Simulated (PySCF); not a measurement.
**GeCl⁺ from Hartree–Fock to correlated methods**

State: ¹Σ⁺ (singlet), closed shell. Set-up: Ge def2-TZVPPD, Cl def2-TZVPPD; no relativity (PySCF 2.14). De refers to Ge⁺ + Cl in their high-spin ground configurations, without counterpoise correction. A positive dipole points towards Cl; it is taken about the centre of mass and depends on that origin.

| Level | Re (Å) | ωe (cm⁻¹) | De (eV) | μ (D) |
| --- | --- | --- | --- | --- |
| RHF | 2.055 | 526 | 3.16 | -2.31 |
| RHF-MP2 | 2.054 | 524 | 4.74 | n/a |
| RHF-SCS-MP2 | 2.059 | 519 | 4.56 | n/a |
| RHF-CCSD | 2.057 | 521 | 4.37 | n/a |
| RHF-CCSD(T) | 2.063 | 513 | 4.56 | n/a |
| PBE | 2.083 | 486 | 4.95 | -1.82 |
| revPBE | 2.090 | 481 | 4.72 | -1.88 |
| BLYP | 2.101 | 469 | 4.69 | -1.93 |
| TPSS | 2.077 | 491 | 4.83 | -1.82 |
| r²SCAN | 2.061 | 508 | 4.88 | -1.73 |
| TPSSh | 2.068 | 500 | 4.74 | -1.87 |
| PBE0 | 2.061 | 511 | 4.71 | -1.93 |
| B97-3 | 2.074 | 502 | 4.68 | -2.08 |
| LC-ωPBE | 2.038 | 536 | 4.47 | -1.94 |

Which functional lies closest to RHF-CCSD(T) in De, which farthest, and by how much do they differ from it?

Closest is LC-ωPBE (-2.5 pm in Re, +4.5 % in ωe, -0.09 eV in De against RHF-CCSD(T) in the same basis), farthest PBE (+2.0 pm in Re, -5.3 % in ωe, +0.39 eV in De). CCSD(T) converges more slowly with the basis than the functionals do and binds too weakly in this one, so the order can change at the basis-set limit.

What does the step from GGA to meta-GGA do here, going from PBE to r²SCAN?

r²SCAN less PBE: -2.2 pm in Re, +4.5 % in ωe, -0.07 eV in De. 

What does a tenth of exact exchange do here, going from TPSS to TPSSh?

TPSSh less TPSS: -0.9 pm in Re, +1.8 % in ωe, -0.09 eV in De. Exact exchange removes part of the self-interaction that spreads semilocal densities, and in most molecules shortens and stiffens the bond and lowers De; so it does here.

Correlated steps freeze 14 core orbitals. For an ion De counts to the pair picked by the measured ionisation energies or electron affinities, which need not be the lowest pair at this level. Where the molecule has an RHF reference, its open-shell atoms are computed with UHF.

The whole job (state search and all levels along the bond) took about 5.8 min on 2 threads of Arm Neoverse V2 (shared host), peak memory 3.2 GiB.
